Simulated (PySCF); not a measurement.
SMILES c1c(c(-c2c(cccc2)F)ccc1)Cl at its GFN2-xTB optimised geometry (Å):

```
22

F     -1.8180    -0.5614    -0.0056
C     -1.1547     0.6166     0.0000
C     -1.8931     1.7844    -0.0114
C     -1.2295     2.9987    -0.0134
C      0.1551     3.0293    -0.0046
C      0.8793     1.8513     0.0000
C      0.2371     0.6166     0.0000
C      0.9951    -0.6483     0.0142
C      0.7709    -1.5847     1.0196
C      1.4755    -2.7733     1.0561
C      2.4179    -3.0489     0.0798
C      2.6495    -2.1373    -0.9350
C      1.9419    -0.9474    -0.9640
Cl     2.2223     0.1539    -2.2730
H     -2.9705     1.7283    -0.0199
H     -1.7949     3.9179    -0.0217
H      0.6742     3.9758    -0.0024
H      1.9580     1.8788     0.0166
H      0.0362    -1.3669     1.7804
H      1.2870    -3.4850     1.8453
H      2.9705    -3.9758     0.1015
H      3.3727    -2.3451    -1.7083
```

Calculation: CAM-B3LYP/def2-SVP (PySCF). Cells within 0.4 Å of a nucleus heavier than hydrogen are left out (blank, or x).

Map of the electron localisation function on the plane z = 0.8 Å:

```
|000000000000000000000000000|
|000000000000000000000000000|
|000000002300003520000000000|
|000000038840018971000000000|
|000000049961038971000000000|
|000000015864357720000000000|
|000000001566766400000000000|
|000000002676767511110000000|
|000015545773148657871000000|
|000038986761026669992000000|
|000028875773137646750000000|
|000003212687767510000000000|
|000000000257876300000000000|
|000000012222334444200000000|
|000000047740003676200000000|
|000000036760027994000000000|
|000000013420262x62000000000|
|000000000000362x74111100000|
|000000000000258975765310000|
|0000000000001377x6976310000|
|000000000000125648755200000|
|000000000000013543378610000|
|000000000000001110299930000|
|000000000000000000189920000|
|000000000000000000036300000|
|000000000000000000000000000|
|000000000000000000000000000|
```
Scale: ten equal steps from 0.000 (start of '0') to 0.956 (end of '9'), in the order '0123456789'; x runs from -6.00 to 6.00, y from -6.00 (bottom) to 6.00 (top).
